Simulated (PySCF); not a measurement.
## Radial density of Ba (barium, neutral)

revPBE, [Xe] 5d1 6s1, high-spin 3D determinant (an excited configuration). Calculation: PySCF 2.14, in ANO-RCC-VTZP (8s7p4d2f1g, 72 functions); the spin-free X2C one-electron Hamiltonian (Gaussian nucleus).

```
r (bohr)  4πr²ρ (e/bohr)  4πr²(ρα − ρβ)
  0.0207           72.35         0.0003
  0.0348           63.55        -0.0013
  0.0585           84.79         0.0022
  0.0983           88.69         0.0088
   0.165           71.03         0.0166
   0.278           70.99         0.0037
   0.468           27.90         0.0321
   0.787           27.03         0.0199
    1.32           8.149         0.0708
    2.23           3.744         0.2615
    3.75          0.6568         0.4500
    6.30          0.2182         0.2173
    10.6        0.007912         0.0079
    17.8       1.197e-05         0.0000
```

Densities and radii are taken from the X2C orbitals without a picture-change correction, which distorts them close to the nucleus.

Spin-orbit coupling, absent here, splits the open shell strongly.
